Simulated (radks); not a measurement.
Species: He+. Configuration: 2s1 (not the ground configuration). Method: scalar-relativistic Kohn-Sham, MS2 meta-GGA, spin-polarised, spherical densities, finite nucleus; open shells are filled with parallel spins first; meta-GGA in the generalised Kohn-Sham scheme; Gaussian nuclear charge, rms radius 1.6755 fm; computed with a radial shooting solver on a logarithmic mesh with Libxc functionals.

Normalised radial functions P(r) = r R(r), r in bohr:

r          2s up
0.02504   0.0486
0.03314   0.0632
0.0442    0.0824
0.05848   0.1058
0.07799   0.1354
0.1032    0.1696
0.1376    0.2098
0.1821    0.2509
0.2429    0.2898
0.3214    0.3148
0.4286    0.3124
0.5672    0.2648
0.7564    0.1519
1.001    -0.0255
1.335    -0.2598
1.766    -0.4861
2.356    -0.6240
3.117    -0.5895
4.157    -0.3923
5.501    -0.1805
7.337    -0.0504
9.707    -0.0081

2s up: eigenvalue -11.403 eV, 1 radial node at r = 0.966 bohr, <r> = 2.91 bohr, 90 % of the charge inside 4.39 bohr.
